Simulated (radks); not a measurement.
Results of a calculation; reference values are marked as such.
Valence configurations of Tl II. Code: a radial shooting solver on a logarithmic mesh with Libxc functionals. Model: scalar-relativistic Kohn-Sham, PBE, spin-unpolarised, spherical densities, finite nucleus; Fermi nuclear charge, rms radius 5.4759 fm. Energies are relative to [Hg]; eigenvalues in eV.

valence                     E (eV)    e(4f)    e(5d)    e(6p)    e(6s)
[Hg]                         0.000  -121.32  -22.761        -  -16.300
[Xe] 4f14 5d10 6s1.5 6p0.5   4.092  -122.30  -23.682   -8.671  -16.938
[Xe] 4f14 5d9.5 6s2 6p0.5    7.659  -124.34  -25.075   -8.999  -17.547
[Xe] 4f14 5d8 6s2 6p2       35.186  -133.41  -31.810  -11.177  -20.994
[Xe] 4f13.5 5d10 6s2 6p0.5  58.703  -130.67  -25.825   -9.024  -17.637
[Xe] 4f13.5 5d9 6s2 6p1.5   77.056  -136.80  -30.431  -10.519  -20.004
[Xe] 4f13 5d10 6s2 6p1      121.72  -140.19  -28.940   -9.820  -18.944
[Xe] 4f13 5d9.5 6s2 6p1.5   131.67  -143.30  -31.267  -10.557  -20.116
[Xe] 4f12 5d10 6s2 6p2      261.07  -159.74  -35.311  -11.348  -21.478
[Xe] 4f12 5d10 6s1 6p3      271.33  -161.48  -36.902  -12.102  -22.502

NIST lists [Hg] as the ground configuration; this level of theory agrees among the configurations tried. The energies are those of spherical spin-averaged densities, not of single terms.
